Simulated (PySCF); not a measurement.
# HBr⁻: frontier orbitals

r²SCAN0 at R = 2.221 Å; H def2-TZVPPD, Br def2-TZVPPD; no relativity (PySCF 2.14). State: ²Σ⁺ (doublet), unpaired electrons σ ↑. Only the outer orbitals are listed, counted within each symmetry.

| spin | orbital | occ. | ε (eV) | on H (%) | main shells (%) |
| --- | --- | --- | --- | --- | --- |
| α | 7σ | 1 | -14.36 | 0 | 100 Br s |
| α | 8σ | 1 | -4.01 | 54 | 55 H s, 45 Br p |
| α | 4π | 1 | -1.86 | 0 | 100 Br p |
| α | 4π | 1 | -1.86 | 0 | 100 Br p |
| α | 9σ | 1 | -0.35 | 41 | 50 Br p, 33 H s |
| α | 5π | 0 | 5.33 | -2 | 102 Br p |
| α | 5π | 0 | 5.33 | -2 | 102 Br p |
| α | 10σ | 0 | 5.34 | -4 | 106 Br p |
| β | 7σ | 1 | -14.01 | 1 | 99 Br s |
| β | 8σ | 1 | -2.32 | 15 | 84 Br p, 15 H s |
| β | 4π | 1 | -1.74 | 0 | 100 Br p |
| β | 4π | 1 | -1.74 | 0 | 100 Br p |
| β | 9σ | 0 | 4.11 | 38 | 26 Br s, 25 H s, 24 Br p |
| β | 5π | 0 | 5.35 | -3 | 103 Br p |
| β | 5π | 0 | 5.35 | -3 | 103 Br p |

Question: Which are the highest filled and the lowest empty level, where do they sit, and how wide is the gap?

Answer: Highest filled α 9σ at -0.35 eV (in %: 50 Br p, 33 H s); lowest empty β 9σ at 4.11 eV (in %: 26 Br s, 25 H s, 24 Br p); the gap at r²SCAN0 is 4.46 eV. An empty level above zero is unbound, and its energy depends on the basis.

```json
{"bond order (Mayer)": "0.51", "⟨S²⟩": "0.758", "charge on H (Mulliken, basis-dependent)": "-0.12", "charge on H (Löwdin, basis-dependent)": "-0.26", "dipole moment (positive dipole points towards Br; it is taken about the centre of mass and depends on that origin)": "2.05 D"}
```

Shares are Mulliken populations and can fall outside 0 to 100 %.

Spin–orbit coupling is left out. The state is the lowest determinant that a PBE0 search found; another state may lie lower at other levels.
